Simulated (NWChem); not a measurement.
System meant: C4H12O3Si; SMILES CO[Si](C)(OC)OC

The following NWChem deck was run.

```
start job
memory heap 200 mb stack 900 mb global 1100 mb
geometry units angstroms noautoz
  C     -1.559376     2.154674    -0.396485
  O     -0.294865     1.510882    -0.401930
  Si     0.000000     0.000000     0.195881
  C      0.000000     0.000000     2.069869
  O      1.455895    -0.500080    -0.401930
  C      2.645690     0.273123    -0.396485
  O     -1.161029    -1.010802    -0.401930
  C     -1.086314    -2.427796    -0.396485
  H     -2.307776     1.562783    -0.936680
  H     -1.919993     2.331029     0.626927
  H     -1.449474     3.123728    -0.893093
  H      0.816739     0.613560     2.467929
  H      0.122989    -1.014097     2.467929
  H     -0.939728     0.400536     2.467929
  H      2.507298     1.217201    -0.936680
  H      3.429965    -0.306582    -0.893093
  H      2.978727     0.497249     0.626927
  H     -0.199522    -2.779984    -0.936680
  H     -1.980491    -2.817146    -0.893093
  H     -1.058733    -2.828277     0.626927
end
basis spherical
  * library def2-svp
end
dft
  xc pbe0
  iterations 4
  semidirect filesize 400000000
  mulliken
end
task dft energy
```

End of the output:

```
    Atom       Charge   Shell Charges
 -----------   ------   -------------------------------------------------------
    1 C    6     5.93   1.96  0.57  0.31  1.82  1.14  0.12
    2 O    8     8.27   1.97  0.90  0.59  2.75  2.03  0.02
    3 Si  14    13.41   2.00  1.92  0.56  0.24  5.81  1.21  0.77  0.90
    4 C    6     6.27   1.96  0.59  0.34  1.90  1.44  0.04
    5 O    8     8.27   1.97  0.90  0.59  2.75  2.03  0.02
    6 C    6     5.93   1.96  0.57  0.31  1.82  1.14  0.12
    7 O    8     8.27   1.97  0.90  0.59  2.75  2.03  0.02
    8 C    6     5.93   1.96  0.57  0.31  1.82  1.14  0.12
    9 H    1     0.98   0.65  0.26  0.07
   10 H    1     0.99   0.65  0.27  0.07
   11 H    1     0.98   0.65  0.26  0.06
   12 H    1     0.96   0.62  0.26  0.07
   13 H    1     0.96   0.62  0.26  0.07
   14 H    1     0.96   0.62  0.26  0.07
   15 H    1     0.98   0.65  0.26  0.07
   16 H    1     0.98   0.65  0.26  0.06
   17 H    1     0.99   0.65  0.27  0.07
   18 H    1     0.98   0.65  0.26  0.07
   19 H    1     0.98   0.65  0.26  0.06
   20 H    1     0.99   0.65  0.27  0.07

 center of mass
 --------------
 x =   0.00000000 y =   0.00000000 z =  -0.04740533

 moments of inertia (a.u.)
 ------------------
        1141.986879485746          -0.000000000000           0.000000000000
          -0.000000000000        1141.986879485746           0.000000000000
           0.000000000000           0.000000000000        1637.169056658743

     Multipole analysis of the density
     ---------------------------------

     L   x y z        total         alpha         beta         nuclear
     -   - - -        -----         -----         ----         -------
     0   0 0 0     -0.000000    -37.000000    -37.000000     74.000000

     1   1 0 0     -0.000000     -0.000000     -0.000000      0.000000
     1   0 1 0      0.000000      0.000000      0.000000     -0.000000
     1   0 0 1      0.495297      0.247648      0.247648     -0.000000

     2   2 0 0    -38.499695   -263.493700   -263.493700    488.487705
     2   1 1 0      0.000000     -0.000000     -0.000000      0.000000
     2   1 0 1     -0.000000     -0.000000     -0.000000     -0.000000
     2   0 2 0    -38.499695   -263.493700   -263.493700    488.487705
     2   0 1 1      0.000000      0.000000      0.000000     -0.000000
     2   0 0 2    -41.966004   -123.405237   -123.405237    204.844469

 ------------------------------------------------------------------------
 dft energy failed                                                                                  0
 ------------------------------------------------------------------------
 ------------------------------------------------------------------------
  current input line :
    34: task dft energy
 ------------------------------------------------------------------------
 ------------------------------------------------------------------------
 This type of error is most commonly associated with calculations not reaching convergence criteria
 ------------------------------------------------------------------------
 For more information see the NWChem manual at https://nwchemgit.github.io

0:dft energy failed:Received an Error in Communication
```

Problem. What is wrong, and how is it mended?

Solution. Convergence was not reached. Cause: the SCF was allowed too few iterations. This input runs:
```
start job
memory heap 200 mb stack 900 mb global 1100 mb
geometry units angstroms noautoz
  C     -1.559376     2.154674    -0.396485
  O     -0.294865     1.510882    -0.401930
  Si     0.000000     0.000000     0.195881
  C      0.000000     0.000000     2.069869
  O      1.455895    -0.500080    -0.401930
  C      2.645690     0.273123    -0.396485
  O     -1.161029    -1.010802    -0.401930
  C     -1.086314    -2.427796    -0.396485
  H     -2.307776     1.562783    -0.936680
  H     -1.919993     2.331029     0.626927
  H     -1.449474     3.123728    -0.893093
  H      0.816739     0.613560     2.467929
  H      0.122989    -1.014097     2.467929
  H     -0.939728     0.400536     2.467929
  H      2.507298     1.217201    -0.936680
  H      3.429965    -0.306582    -0.893093
  H      2.978727     0.497249     0.626927
  H     -0.199522    -2.779984    -0.936680
  H     -1.980491    -2.817146    -0.893093
  H     -1.058733    -2.828277     0.626927
end
basis spherical
  * library def2-svp
end
dft
  xc pbe0
  iterations 150
  semidirect filesize 400000000
  mulliken
end
task dft energy
```
It converges to -673.98596 Ha (PBE0/def2-SVP).
